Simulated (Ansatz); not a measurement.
ClH$_{3}$O$_{2}$Sn, SMILES `[OH][SnH]([OH])[Cl]`. Total charge 0; spin multiplicity 1. Sn takes the def2 core potential.

Z-matrix (Å, degrees):
```
Sn
O 1 1.941
Cl 1 2.324 2 109.6
O 1 1.948 2 107.4 3 -113.1
H 1 1.688 2 108.3 3 122.6
H 2 0.961 1 113.2 3 71.2
H 4 0.961 1 112.3 2 119.9
```

Problem. What are the harmonic wavenumbers in cm⁻¹ at PBE0-D4/def2-TZVP (Ansatz, finite differences of forces, unscaled)? (Estimate.)

Solution. The calculation gave: 105, 138, 169, 185, 234, 373, 538, 552, 643, 654, 859, 868, 2019, 3882, 3884.

Problem. Is this a minimum?

Solution. Yes, all 15 modes are real.

Problem. Give the ideal-gas thermochemistry at 298.15 K and 1 bar (rigid rotor, harmonic oscillator; point group C1, symmetry number 1).

Solution. Zero-point energy 90.3 kJ/mol; H(298) − E = 111.3 kJ/mol; entropy 355.0 J/(mol·K), of which translation 174.2, rotation 113.8, vibration 66.9; G(298) − E = 5.5 kJ/mol.
